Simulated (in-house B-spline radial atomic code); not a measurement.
A fraction x of an electron is moved 4p → 4f in Ru+, starting from [Kr] 4d7 and keeping the highest spin. Method: scalar-relativistic (X2C) BP86, spin-polarised, spherical fractional occupations, Fermi nucleus of rms radius 4.4809 fm. Calculated with a radial B-spline atomic code at the basis-set limit.

```tsv
x	E(x) - E(0) (eV)	4p down level (eV)	4f up level (eV)
0	0.0000	-52.812	-
0.125	6.5007	-54.064	-1.616
0.25	?	?	?
0.375	19.8691	-56.534	-2.010
0.5	26.7511	-57.751	-2.162
0.625	33.7664	-58.955	-2.300
0.75	?	?	?
0.875	48.1942	-61.304	-2.546
1	55.6035	-62.445	-2.658
```

Q: What belongs in the row x = 0.25?

A: An energy change of 13.1198 eV; 4p down at -55.304 eV, 4f up at -1.836 eV.

Q: What belongs in the row x = 0.75?

A: An energy change of 40.9145 eV; 4p down at -60.140 eV, 4f up at -2.427 eV.

Q: Check Janak's theorem between x = 0.375 and 0.5.

A: The slope of the energy is 55.06 eV; the orbital levels give 55.06 eV (ε of the receiving orbital less ε of the emptying one, averaged over the two points).
